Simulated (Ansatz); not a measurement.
Calculated with Ansatz (gas phase, PBE0-D4/def2-TZVP geometries, no zero-point term in ΔE). CCSD(T)/CBS adds triple-zeta CCSD(T) − MP2 to the extrapolated MP2 energy (def2 sets, frozen cores). DFT in def2-TZVPP. B3LYP here is the variant with VWN-RPA as its local correlation; programs differ in this. For As, Ge outer-core shells are correlated without core-valence functions, which leaves a few kJ/mol of doubt a bond. Scalar relativity is left out up to krypton.

`[SiH3]N[AsH2]` + `[SiH3][NH][GeH3]` → `[SiH3][N]([SiH3])[GeH3]` + `N[AsH2]`  (ligand exchange at the Si–N bond)

```csv
level,ΔE (kJ/mol),difference from CCSD(T)/CBS
BLYP-D4,-3.6,1.6
B97M-V,-2.9,2.3
r2SCANh-D4,-4.3,0.9
BHLYP-D4,-3.0,2.2
ωB97X-V,-2.8,2.4
revPBE,-0.6,4.6
BLYP,3.1,8.3
PBE0,-1.3,3.9
B3LYP,2.7,7.9
BHLYP,2.9,8.1
CAM-B3LYP,3.2,8.4
CCSD/def2-SVP,-1.3,3.9
CCSD(T)/def2-SVP,-2.8,2.4
HF/def2-TZVPP,4.0,9.2
MP2/def2-TZVPP,-5.6,-0.4
MP2/CBS(def2),-5.2,0.0
CCSD(T)/CBS,-5.2,0
```

Largest T1 diagnostic among the species: 0.012.

Leaving LDA and LC-ωPBE aside and taking each functional with its dispersion term where it has one, the values, not all of them listed here, spread over 6.2 kJ/mol, from revPBE-D4 to CAM-B3LYP-D4. In def2-TZVPP, CCSD(T) changes the Hartree–Fock value by −9.7 kJ/mol (the triples alone add −1.7 kJ/mol) and MP2 by −9.6 kJ/mol. The D4 term adds −5.7 kJ/mol with B3LYP and −3.2 kJ/mol with PBE0; it sums over pairs of atoms, weighted by their polarisabilities, and B3LYP, whose exchange is more repulsive, gets the larger term.
